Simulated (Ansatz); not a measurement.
The cluster Ru₄⁺. Charge 1, multiplicity 2. Geometry PBE-D4/def2-SVP; atoms count from 1.

```xyz
4

Ru   -0.611    0.945    1.013
Ru    1.415   -0.146   -0.495
Ru   -0.060   -1.340    0.685
Ru   -0.744    0.541   -1.203
```

In the def2 sets Ru takes a core potential; there is no spin–orbit coupling. The charge 1 doublet is spin-contaminated (final ⟨S²⟩ up to 3.82, 0.75 for a pure state). The structure comes from a short search, and lower isomers may exist.

**Question.** Estimate the Mulliken populations from the PBE0/def2-TZVP orbitals of Ansatz.

**Answer.** 
```json
{"atom": "Ru1", "charge (e)": "0.28", "spin (α − β)": "-2.34", "d electrons": "6.84"}
{"atom": "Ru2", "charge (e)": "0.27", "spin (α − β)": "2.32", "d electrons": "6.86"}
{"atom": "Ru3", "charge (e)": "0.20", "spin (α − β)": "-0.48", "d electrons": "7.04"}
{"atom": "Ru4", "charge (e)": "0.25", "spin (α − β)": "1.51", "d electrons": "6.97"}
```
Mulliken values depend strongly on the basis.

**Question.** Where does the spin sit?

**Answer.** Summed by element: Ru 1.00, of 1 unpaired in all. Largest on single atoms: Ru1 -2.34, Ru2 2.32, Ru4 1.51.

**Question.** And the Mayer bond orders between heavy atoms (over 0.3)?

**Answer.** Ru1–Ru2 0.53 (2.75 Å); Ru1–Ru3 1.50 (2.37 Å); Ru1–Ru4 1.45 (2.26 Å); Ru2–Ru3 1.72 (2.23 Å); Ru2–Ru4 1.46 (2.37 Å); Ru3–Ru4 0.67 (2.75 Å).
